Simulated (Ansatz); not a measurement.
F5Mo (SMILES [F][Mo]([F])([F])([F])[F]), doublet, at a GFN2-xTB geometry (such geometries of metal compounds can be far from the true shape) (the multiplicity is a formal guess) (all electrons, no relativity); Ansatz (an electronic-structure program) with HF/3-21G.

Here is a job for Ansatz.
Ansatz 0.2 input:
```yaml
crystal:
  periodic: [false, false, false]
  atoms:
    - {symbol: Mo, position_ang: [0.02633584, -0.02156110, 0.09042112]}
    - {symbol: F, position_ang: [0.49885408, -0.40841101, 1.71275931]}
    - {symbol: F, position_ang: [-1.40984929, 0.59651184, -0.90024484]}
    - {symbol: F, position_ang: [0.97478526, 1.40967311, 0.28674227]}
    - {symbol: F, position_ang: [0.66843933, 0.01047927, -1.64530278]}
    - {symbol: F, position_ang: [-0.85512995, -1.50763472, 0.12408079]}
basis:
  gaussian:
    orbitals: 3-21G.json
hamiltonian:
  xc: hf
magnetization: {spin_polarized: true, initial_magnetization: 1}
```
The basis file holds 3-21G in the JSON format of the Basis Set Exchange.

It wrote (shortened):

```
Functional definition: HF
901 factors; integrals over basis functions are off by at most 1.9e-4 eV
mean field evaluation 1: about -121114.6702 eV, gradient 4.9e1 eV
mean field evaluation 2: about -121114.6835 eV, gradient 4.9e1 eV
mean field evaluation 4: about -121125.3972 eV, gradient 4.1e0 eV
mean field evaluation 8: about -121125.5992 eV, gradient 3.8e-1 eV
mean field evaluation 16: about -121125.6687 eV, gradient 2.6e-5 eV
mean field evaluation 32: about -121122.1282 eV, gradient 3.1e0 eV
mean field evaluation 64: about -121125.2176 eV, gradient 7.2e-1 eV
mean field evaluation 96: about -121121.0014 eV, gradient 4.3e0 eV
mean field evaluation 128: about -121121.6033 eV, gradient 3.0e0 eV
mean field evaluation 160: about -121121.1843 eV, gradient 1.6e0 eV
mean field evaluation 192: about -121118.0982 eV, gradient 2.4e1 eV
mean field evaluation 224: about -121120.2151 eV, gradient 1.9e0 eV
mean field evaluation 256: about -121124.7772 eV, gradient 3.2e-2 eV
mean field evaluation 288: about -121125.6666 eV, gradient 1.3e-1 eV
mean field -121125.66868635 eV, -4451.2862222965 hartree, gradient 1.8e-5 eV, S^2 0.756047; 5 other end points of the search recorded, 0 dependent functions left out
reference -121125.66868635 eV, -4451.2862222965 hartree; 44, 43 occupied and 40, 41 virtual orbitals, 901 factors
Total energy: -121125.66868635 eV, -4451.2862222965 hartree
```
